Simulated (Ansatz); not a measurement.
Basis-set extrapolation for `SCc1ccccc1` (PBE0-D4/def2-TZVP geometry, frozen core, Ansatz 0.2.0). Multiplicity 1, RHF reference.

|  | def2-TZVPP | def2-QZVPP |
| --- | --- | --- |
| HF | -667.375690 | -667.398320 |
| MP2 correlation | -1.294847 | -1.380877 |
| CCSD(T) correlation | -1.409270 | not run |

Energies in hartree. Use E(X) = E(∞) + A·exp(−7.88·√X) for Hartree–Fock and E(X) = E(∞) + B·X^(−2.97) for correlation, with X = 3 and 4, and add CCSD(T) minus MP2 of the smaller set to the MP2 limit.

Question: What is the CCSD(T) energy at the basis-set limit?

Answer: HF limit: -667.398320 + (-0.022630) × 0.13774 = -667.40144. MP2 limit: -1.380877 + (-0.086030) × 0.74074 = -1.44460. Higher-order term: -1.409270 − (-1.294847) = -0.11442. Total: -668.96046 hartree, 110.1 kcal/mol below CCSD(T)/def2-TZVPP.
